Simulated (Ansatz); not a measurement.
A structure relaxed at PBE-D4/def2-SVP in Ansatz, charge 0, singlet:

```xyz
65

C    -8.256   -5.850   -9.057
C    -7.661   -6.160   -7.854
O    -6.906   -5.116   -7.411
C    -7.012   -4.114   -8.337
C    -6.296   -2.891   -8.090
C    -6.191   -1.706   -8.811
C    -5.338   -0.853   -8.061
C    -4.969   -1.567   -6.924
C    -4.131   -1.239   -5.808
C    -3.402   -0.098   -5.484
C    -2.764   -0.364   -4.243
C    -3.141   -1.653   -3.879
C    -2.834   -2.479   -2.753
C    -3.213   -3.770   -2.398
C    -2.579   -4.043   -1.157
C    -1.850   -2.905   -0.823
C    -1.018   -2.590    0.300
C    -0.662   -3.318    1.433
C     0.193   -2.483    2.198
C     0.313   -1.292    1.490
C     1.029   -0.080    1.744
C     1.154    1.117    1.048
C     2.011    1.945    1.822
C     2.363    1.205    2.946
C     3.188    1.480    4.082
C     3.531    0.730    5.202
C     4.389    1.548    5.986
C     4.521    2.749    5.298
C     5.248    3.950    5.579
C     5.393    5.158    4.907
C     6.253    5.958    5.708
C     6.584    5.194    6.821
C     7.408    5.450    7.972
C     8.162    6.548    8.363
C     8.762    6.194    9.612
C     8.334    4.917    9.895
O     7.514    4.457    8.909
O     5.971    3.972    6.741
O     3.791    2.709    4.139
O     1.765   -0.028    2.900
O    -0.423   -1.356    0.337
O    -2.006   -1.953   -1.797
O    -3.970   -2.184   -4.830
O    -5.553   -2.804   -6.945
C    -7.838   -4.520   -9.376
H    -8.916   -6.497   -9.645
H    -7.673   -7.045   -7.210
H    -6.677   -1.487   -9.767
H    -5.025    0.164   -8.316
H    -3.341    0.819   -6.079
H    -2.106    0.295   -3.668
H    -3.870   -4.424   -2.979
H    -2.642   -4.964   -0.567
H    -0.988   -4.336    1.673
H     0.674   -2.709    3.155
H     0.674    1.351    0.093
H     2.343    2.964    1.600
H     3.193   -0.288    5.416
H     4.864    1.307    6.941
H     4.927    5.420    3.952
H     6.595    6.978    5.501
H     8.269    7.489    7.815
H     9.427    6.811   10.226
H     8.515    4.224   10.723
H    -8.108   -3.931  -10.259
```

**Question.** Give its formula, name or SMILES and point group.

**Answer.** `c1coc(-c2ccc(-c3ccc(-c4ccc(-c5ccc(-c6ccc(-c7ccc(-c8ccc(-c9ccco9)o8)o7)o6)o5)o4)o3)o2)c1`. Point group Cs (tolerance 0.1 Å).

**Question.** Summarise the bond lengths by kind (pairs closer than 1.2 times the sum of covalent radii, bridged metal pairs left out).

**Answer.** 35 × C–C 1.38 to 1.44 Å; 18 × C–O 1.36 to 1.37 Å; 20 × C–H 1.09 to 1.10 Å.

Single mean-field runs in def2-SVP are fitted with def2-universal-jkfit.
